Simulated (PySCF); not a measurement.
Record of a relaxation.

Compound: C6H10FGaO2.
Atom-mapped SMILES: `[CH3:1][CH2:2][CH2:3][Ga@H-:4]1[O:5][CH:6]=[C:7]([F:8])[CH:9]=[O+:10]1` (hydrogens: H11, H12, H13 on C1; H14, H15 on C2; H16, H17 on C3; H18 on Ga4; H19 on C6; H20 on C9)
Bond orders are those of one Lewis drawing.

Computed by this run: PySCF, PBE0-D3(BJ)/def2-SVP geometry optimisation, gas phase; density fitting, grid level 1; the optimiser is geomeTRIC in internal coordinates, started from a GFN2-xTB structure with every atom displaced at random (about 0.01 Å). 8 of its 12 geometries are shown. The frame can shift and turn from step to step; on so coarse a grid that alone can change the energy by a few meV, and forces under 0.02 eV/Å are noise.

Step 0: E = -65537.0845 eV, largest atomic force 2.607 eV/Å
```
atom  x, y, z in Å  |  force x, y, z in eV/Å
C1     -2.960    0.043   -0.860   -1.647   2.018   0.117
C2     -2.350    0.383    0.479   -0.029  -0.660  -0.033
C3     -1.223   -0.586    0.789    1.763   1.190   0.137
Ga4     0.236   -0.670   -0.680   -0.494   0.028   1.053
O5      1.169    1.074   -0.809   -0.017   0.296   0.086
C6      2.371    1.341   -0.524   -0.115  -1.024   0.172
C7      3.300    0.417   -0.025    0.614   0.768   0.067
F8      4.568    0.865    0.217   -0.804  -0.298  -0.129
C9      3.006   -0.908    0.267   -0.901   0.265  -0.539
O10     1.885   -1.464    0.083   -0.038  -0.071   0.181
H11    -3.350   -0.962   -0.871   -0.154  -0.804  -0.151
H12    -2.225    0.184   -1.648    0.216  -0.109  -0.514
H13    -3.842    0.744   -1.084    1.032  -0.863   0.113
H14    -3.120    0.334    1.275    0.097   0.091  -0.091
H15    -1.963    1.400    0.461    0.065   0.490   0.040
H16    -0.702   -0.266    1.733   -0.212  -0.312  -0.538
H17    -1.617   -1.570    0.976   -0.221  -0.942   0.035
H18     0.241   -1.179   -2.136   -0.109  -0.143  -0.339
H19     2.727    2.356   -0.676    0.145   0.627  -0.115
H20     3.799   -1.521    0.655    0.808  -0.546   0.449
```

Step 2: E = -65537.3396 eV, largest atomic force 0.101 eV/Å
```
atom  x, y, z in Å  |  force x, y, z in eV/Å
C1     -3.009    0.102   -0.853    0.009   0.027   0.086
C2     -2.252    0.388    0.438    0.029  -0.082  -0.051
C3     -1.101   -0.585    0.715   -0.050   0.061  -0.003
Ga4     0.243   -0.720   -0.713    0.021  -0.016  -0.028
O5      1.112    1.058   -0.823    0.011   0.021  -0.024
C6      2.303    1.323   -0.499   -0.032  -0.031   0.012
C7      3.226    0.421    0.032    0.005   0.034   0.005
F8      4.453    0.887    0.321    0.041  -0.019   0.013
C9      2.958   -0.921    0.311   -0.026   0.030   0.036
O10     1.861   -1.513    0.112    0.029  -0.024  -0.021
H11    -3.416   -0.922   -0.861    0.021  -0.021  -0.018
H12    -2.359    0.208   -1.738    0.007  -0.031  -0.019
H13    -3.854    0.793   -0.987   -0.018   0.021  -0.001
H14    -2.965    0.362    1.280    0.005   0.049   0.020
H15    -1.858    1.418    0.404   -0.017   0.015   0.010
H16    -0.554   -0.280    1.624   -0.022  -0.025   0.021
H17    -1.493   -1.597    0.920   -0.002  -0.003  -0.031
H18     0.218   -1.264   -2.180   -0.006  -0.006   0.004
H19     2.654    2.362   -0.640   -0.003  -0.011   0.002
H20     3.783   -1.507    0.758   -0.003   0.008  -0.014
```

Step 3: E = -65537.3412 eV, largest atomic force 0.075 eV/Å
```
atom  x, y, z in Å  |  force x, y, z in eV/Å
C1     -3.021    0.102   -0.851    0.039  -0.033   0.019
C2     -2.247    0.392    0.428   -0.004  -0.014  -0.011
C3     -1.100   -0.585    0.699   -0.025   0.051   0.006
Ga4     0.249   -0.723   -0.725    0.030   0.012  -0.015
O5      1.120    1.056   -0.830    0.032  -0.023  -0.005
C6      2.306    1.322   -0.491    0.049   0.041   0.020
C7      3.228    0.425    0.052   -0.046  -0.059  -0.002
F8      4.456    0.881    0.355   -0.052   0.035  -0.021
C9      2.956   -0.917    0.322   -0.029  -0.011   0.021
O10     1.865   -1.514    0.108    0.026   0.017  -0.018
H11    -3.429   -0.922   -0.847   -0.005  -0.012   0.003
H12    -2.383    0.193   -1.746    0.018   0.000  -0.003
H13    -3.865    0.794   -0.982   -0.032   0.033   0.006
H14    -2.951    0.379    1.279    0.007   0.013   0.018
H15    -1.851    1.421    0.389    0.004   0.005  -0.022
H16    -0.554   -0.289    1.611   -0.011  -0.018   0.024
H17    -1.495   -1.596    0.897   -0.019  -0.028  -0.020
H18     0.228   -1.266   -2.191   -0.003  -0.011  -0.004
H19     2.657    2.361   -0.631    0.003   0.024  -0.005
H20     3.779   -1.501    0.773    0.017  -0.022   0.007
```

Step 5: E = -65537.3443 eV, largest atomic force 0.106 eV/Å
```
atom  x, y, z in Å  |  force x, y, z in eV/Å
C1     -3.034    0.105   -0.852   -0.004  -0.053  -0.068
C2     -2.226    0.406    0.400   -0.027   0.083   0.060
C3     -1.098   -0.589    0.662    0.046  -0.039   0.024
Ga4     0.264   -0.733   -0.754    0.007   0.034   0.020
O5      1.137    1.047   -0.847   -0.014  -0.008  -0.025
C6      2.309    1.321   -0.469   -0.014  -0.010   0.014
C7      3.213    0.426    0.106    0.024   0.002   0.003
F8      4.425    0.896    0.449   -0.003  -0.005   0.000
C9      2.947   -0.921    0.355   -0.004   0.020  -0.001
O10     1.870   -1.526    0.099   -0.013   0.000  -0.010
H11    -3.461   -0.911   -0.815   -0.019   0.020   0.016
H12    -2.413    0.155   -1.763    0.001   0.027   0.015
H13    -3.867    0.813   -0.982    0.009  -0.005   0.001
H14    -2.909    0.431    1.269    0.007  -0.023  -0.008
H15    -1.812    1.428    0.333    0.015  -0.014  -0.041
H16    -0.556   -0.320    1.585   -0.003  -0.009   0.001
H17    -1.511   -1.598    0.839   -0.014  -0.002  -0.012
H18     0.252   -1.275   -2.220    0.000  -0.009   0.002
H19     2.659    2.362   -0.598    0.006   0.003   0.003
H20     3.763   -1.503    0.823    0.000  -0.010   0.005
```

Step 6: E = -65537.3457 eV, largest atomic force 0.063 eV/Å
```
atom  x, y, z in Å  |  force x, y, z in eV/Å
C1     -3.032    0.118   -0.864   -0.006  -0.002   0.002
C2     -2.204    0.423    0.375    0.005   0.031   0.018
C3     -1.099   -0.598    0.642    0.009  -0.062   0.011
Ga4     0.270   -0.744   -0.766   -0.005   0.002   0.002
O5      1.142    1.034   -0.856   -0.012   0.002  -0.003
C6      2.302    1.314   -0.446    0.015   0.017  -0.010
C7      3.197    0.423    0.149    0.000   0.003  -0.001
F8      4.398    0.897    0.521    0.004  -0.002   0.001
C9      2.934   -0.928    0.383    0.025  -0.031   0.007
O10     1.867   -1.538    0.097   -0.006   0.007   0.000
H11    -3.493   -0.881   -0.800    0.005   0.009  -0.004
H12    -2.414    0.134   -1.778   -0.012  -0.002  -0.001
H13    -3.843    0.850   -1.003    0.008   0.000  -0.007
H14    -2.875    0.481    1.251   -0.002  -0.002  -0.014
H15    -1.762    1.430    0.277   -0.003  -0.005   0.002
H16    -0.562   -0.354    1.574   -0.007   0.004  -0.006
H17    -1.536   -1.602    0.799    0.001   0.032  -0.006
H18     0.263   -1.288   -2.232    0.001  -0.003   0.006
H19     2.651    2.356   -0.566   -0.005  -0.015   0.008
H20     3.743   -1.511    0.862   -0.014   0.017  -0.004
```

Step 8: E = -65537.3460 eV, largest atomic force 0.064 eV/Å
```
atom  x, y, z in Å  |  force x, y, z in eV/Å
C1     -3.009    0.173   -0.888    0.003   0.036   0.026
C2     -2.177    0.450    0.357    0.016  -0.040  -0.048
C3     -1.117   -0.618    0.635   -0.019   0.045  -0.008
Ga4     0.266   -0.778   -0.757    0.000  -0.015  -0.011
O5      1.137    1.000   -0.857    0.004   0.005   0.018
C6      2.290    1.286   -0.433    0.000  -0.009   0.000
C7      3.183    0.401    0.174   -0.005  -0.009  -0.008
F8      4.379    0.881    0.556    0.000   0.001  -0.001
C9      2.924   -0.950    0.411   -0.025   0.015  -0.002
O10     1.861   -1.565    0.117    0.015   0.005   0.008
H11    -3.519   -0.801   -0.820    0.001  -0.013  -0.004
H12    -2.385    0.152   -1.798    0.008  -0.012  -0.007
H13    -3.781    0.943   -1.041   -0.001   0.001   0.002
H14    -2.853    0.539    1.226   -0.005   0.008   0.011
H15    -1.691    1.435    0.254   -0.004   0.014   0.022
H16    -0.591   -0.402    1.580    0.008  -0.006   0.002
H17    -1.595   -1.604    0.768   -0.013  -0.013   0.006
H18     0.265   -1.331   -2.219    0.003  -0.008  -0.001
H19     2.635    2.330   -0.549    0.004   0.007  -0.007
H20     3.728   -1.525    0.904    0.010  -0.013   0.002
```

Step 9: E = -65537.3462 eV, largest atomic force 0.068 eV/Å
```
atom  x, y, z in Å  |  force x, y, z in eV/Å
C1     -2.996    0.199   -0.898    0.008   0.027   0.016
C2     -2.171    0.459    0.355    0.012  -0.040  -0.040
C3     -1.127   -0.624    0.637   -0.016   0.065  -0.011
Ga4     0.262   -0.793   -0.748    0.001  -0.013  -0.012
O5      1.132    0.986   -0.854    0.004   0.005   0.019
C6      2.287    1.273   -0.434   -0.007  -0.014   0.000
C7      3.181    0.389    0.173   -0.002  -0.010  -0.003
F8      4.377    0.871    0.551   -0.002   0.000  -0.001
C9      2.920   -0.961    0.418   -0.026   0.022  -0.007
O10     1.856   -1.575    0.130    0.011   0.004   0.010
H11    -3.520   -0.768   -0.837   -0.003  -0.011  -0.002
H12    -2.366    0.172   -1.803    0.011  -0.008  -0.004
H13    -3.756    0.981   -1.054   -0.005   0.002   0.004
H14    -2.853    0.553    1.219   -0.003   0.006   0.013
H15    -1.672    1.439    0.262   -0.002   0.013   0.016
H16    -0.605   -0.415    1.587    0.010  -0.011   0.004
H17    -1.618   -1.603    0.765   -0.014  -0.021   0.005
H18     0.263   -1.351   -2.209    0.004  -0.009  -0.001
H19     2.631    2.317   -0.553    0.006   0.010  -0.009
H20     3.725   -1.533    0.913    0.011  -0.017   0.003
```

Step 11: E = -65537.3469 eV, largest atomic force 0.022 eV/Å
```
atom  x, y, z in Å  |  force x, y, z in eV/Å
C1     -2.973    0.252   -0.913    0.003  -0.009  -0.015
C2     -2.164    0.479    0.355   -0.002   0.009   0.020
C3     -1.145   -0.625    0.641    0.002   0.011  -0.002
Ga4     0.251   -0.817   -0.734   -0.001   0.000  -0.010
O5      1.127    0.959   -0.850   -0.007   0.003   0.005
C6      2.286    1.244   -0.440   -0.002  -0.003  -0.009
C7      3.178    0.361    0.170    0.004   0.000   0.007
F8      4.379    0.840    0.537   -0.001  -0.003   0.001
C9      2.910   -0.983    0.432    0.007  -0.001  -0.004
O10     1.842   -1.596    0.155   -0.010   0.002   0.009
H11    -3.516   -0.707   -0.873   -0.001   0.005   0.002
H12    -2.329    0.221   -1.808    0.000   0.005   0.004
H13    -3.715    1.049   -1.072   -0.001   0.001   0.000
H14    -2.857    0.576    1.210    0.000  -0.002  -0.004
H15    -1.646    1.452    0.285    0.002  -0.002  -0.003
H16    -0.627   -0.433    1.596    0.004  -0.008   0.000
H17    -1.659   -1.596    0.761   -0.002   0.001  -0.002
H18     0.258   -1.390   -2.190    0.004  -0.007   0.004
H19     2.634    2.285   -0.572    0.002  -0.003  -0.002
H20     3.714   -1.556    0.929   -0.002  -0.001   0.000
```

Q: Summarise the path.

A: The energy falls by 6.05 kcal/mol from step 0 to step 11; nine tenths of that is first reached at step 1. It falls at every step. The largest force goes from 2.607 to 0.022 eV/Å. Among the bonds C3–Ga4 changes most, from 2.072 to 1.969 Å; the atoms move by 0.206 Å rms after alignment.

What follows is the cost of the whole optimisation. Hardware: one thread, Arm Neoverse V1 (aarch64), no GPU (shared host). Cost: 6.0 min of wall time, 0.93 GiB resident at most.
